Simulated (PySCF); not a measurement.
Simulation results for CH₇AlGe₂, CH₇AlGeSi, AlClGeH₃

All values are calculated (PySCF 2.14.0). Calculation on a computer-drawn molecule: the log of a Hartree-Fock and frozen-core CCSD(T) single point meant for a local Hartree-Fock minimum, with one planted fault or none, to be diagnosed. Offsets are logged minus clean, where the clean run is the same molecule without the fault. The reference is restricted for singlets and unrestricted otherwise, and also for a bond in bohr or an excited solution. Adding or removing an electron swaps singlet and doublet. The excited solution moves the top pair (singlet) or top alpha electron (doublet) to the lowest empty orbital. Highest occupied and lowest empty are orbital energies over both spins, largest force is the largest gradient component, triples share is (T) over the correlation energy, the T1 limit is 0.02 restricted and 0.045 unrestricted, electrons count all cores, a negative frequency is imaginary (commonest isotopes), and the dipole is about the centre of nuclear charge; on germanium a core potential holds 10 electrons, which the energies leave out, and 3d is frozen in MP2 and coupled-cluster steps.

Common to all runs: meant multiplicity 1; meant basis cc-pV(D+d)Z; meant basis and core potential on germanium cc-pVDZ-PP ECP10MDF; logged SCF converged yes; logged CC converged yes; logged SCF stable within its kind yes; possible faults no fault, one electron removed, one electron added, multiplicity raised by two, geometry at a saddle point, SCF held on an excited solution, minimal basis STO-3G, one bond length entered in bohr, all coordinates scaled.

(1) CH₇AlGe₂

Logged structure:
```xyz
11
CH7AlGe2
Al    -0.6446    -1.5851     0.6035
C     -0.5754     0.3324     0.4696
Ge     1.0137     1.0706     0.1619
Ge    -2.1383     1.4817     0.6519
H     -2.0161    -2.3270     0.8756
H      0.6899    -2.4241     0.4385
H      1.2625     2.5703     0.0249
H      2.2975     0.2653     0.0033
H     -2.7909     1.3011     2.0304
H     -1.7498     2.9616     0.4932
H     -3.1914     1.1442    -0.4138
```

* meant charge: 0
* logged electrons: 91
* logged basis functions: 118
* logged spin squared: 0.8686
* logged highest occupied: -0.27013 eV
* logged lowest empty: 6.3024 eV
* logged largest force: 0.041471 hartree/bohr
* logged T1 diagnostic: 0.023506
* logged D1 diagnostic: 0.10497
* logged triples share: 0.035266
* logged dipole magnitude: 4.6354 debye
* logged energy HF: -870.53917 hartree
* logged energy CCSD(T): -871.03067 hartree
* planted fault: one electron added
* HF energy offset from clean run: 6.673 kcal/mol
* CCSD(T) energy offset from clean run: -3.316 kcal/mol

Drawn bonds:
| atom | other atom | order |
| --- | --- | --- |
| 1 | 2 | 1 |
| 2 | 3 | 2 |
| 2 | 4 | 1 |
| 1 | 5 | 1 |
| 1 | 6 | 1 |
| 3 | 7 | 1 |
| 3 | 8 | 1 |
| 4 | 9 | 1 |
| 4 | 10 | 1 |
| 4 | 11 | 1 |

(2) CH₇AlGeSi

Logged structure:
```xyz
11
CH7AlGeSi
Al     0.1896    -1.2385     1.8922
C     -0.3261     0.3418     0.9191
Si     0.3196     0.7812    -0.7691
Ge    -1.4934     1.4245     1.7146
H     -0.4325    -1.5013     3.3257
H      1.2212    -2.2677     1.2763
H     -0.2646     2.0590    -1.2563
H      1.7967     0.9338    -0.7622
H     -0.0044    -0.2718    -1.7648
H     -2.0836     1.1591     3.0938
H     -2.0241     2.7209     1.1096
```

* meant charge: 0
* logged electrons: 71
* logged basis functions: 118
* logged spin squared: 0.7569
* logged highest occupied: -15.583 eV
* logged lowest empty: -6.6459 eV
* logged largest force: 0.045295 hartree/bohr
* logged T1 diagnostic: 0.019653
* logged D1 diagnostic: 0.092826
* logged triples share: 0.027009
* logged dipole magnitude: 2.7691 debye
* logged energy HF: -865.84576 hartree
* logged energy CCSD(T): -866.27715 hartree
* planted fault: one electron removed
* HF energy offset from clean run: 173.7 kcal/mol
* CCSD(T) energy offset from clean run: 203.4 kcal/mol

Drawn bonds:
| atom | other atom | order |
| --- | --- | --- |
| 1 | 2 | 1 |
| 2 | 3 | 1 |
| 2 | 4 | 2 |
| 1 | 5 | 1 |
| 1 | 6 | 1 |
| 3 | 7 | 1 |
| 3 | 8 | 1 |
| 3 | 9 | 1 |
| 4 | 10 | 1 |
| 4 | 11 | 1 |

(3) CH₇AlGeSi

Structure as in entry 2.

* meant charge: 0
* logged electrons: 72
* logged basis functions: 118
* logged spin squared: 2.0243
* logged highest occupied: -6.3863 eV
* logged lowest empty: -0.58554 eV
* logged largest force: 0.076431 hartree/bohr
* logged T1 diagnostic: 0.016158
* logged D1 diagnostic: 0.060813
* logged triples share: 0.026422
* logged dipole magnitude: 0.72438 debye
* logged energy HF: -866.0526 hartree
* logged energy CCSD(T): -866.4951 hartree
* planted fault: multiplicity raised by two
* HF energy offset from clean run: 43.92 kcal/mol
* CCSD(T) energy offset from clean run: 66.64 kcal/mol

Drawn bonds:
| atom | other atom | order |
| --- | --- | --- |
| 1 | 2 | 1 |
| 2 | 3 | 1 |
| 2 | 4 | 2 |
| 1 | 5 | 1 |
| 1 | 6 | 1 |
| 3 | 7 | 1 |
| 3 | 8 | 1 |
| 3 | 9 | 1 |
| 4 | 10 | 1 |
| 4 | 11 | 1 |

(4) AlClGeH₃

Logged structure:
```xyz
6
AlClGeH3
Al     1.7757    -1.0607     2.5101
Ge     0.4342    -1.1242     0.2346
Cl     2.0597     0.8073    -2.8286
H      1.3225     0.1733     3.3347
H      2.7545    -2.2640     2.5584
H     -0.8705    -1.7294    -0.2737
```

- meant charge: 1
- logged electrons: 64
- logged basis functions: 84
- logged spin squared: 1.0197
- logged highest occupied: -14.251 eV
- logged lowest empty: -5.7311 eV
- logged largest force: 0.0048931 hartree/bohr
- logged T1 diagnostic: 0.013025
- logged D1 diagnostic: 0.039824
- logged triples share: 0.015973
- logged dipole magnitude: 5.9605 debye
- logged energy HF: -996.21701 hartree
- logged energy CCSD(T): -996.50572 hartree
- planted fault: one bond length entered in bohr, row 2 of the drawn bonds
- HF energy offset from clean run: 59.87 kcal/mol
- CCSD(T) energy offset from clean run: 81.46 kcal/mol

Drawn bonds:
| atom | other atom | order |
| --- | --- | --- |
| 1 | 2 | 1 |
| 2 | 3 | 1 |
| 1 | 4 | 1 |
| 1 | 5 | 1 |
| 2 | 6 | 1 |
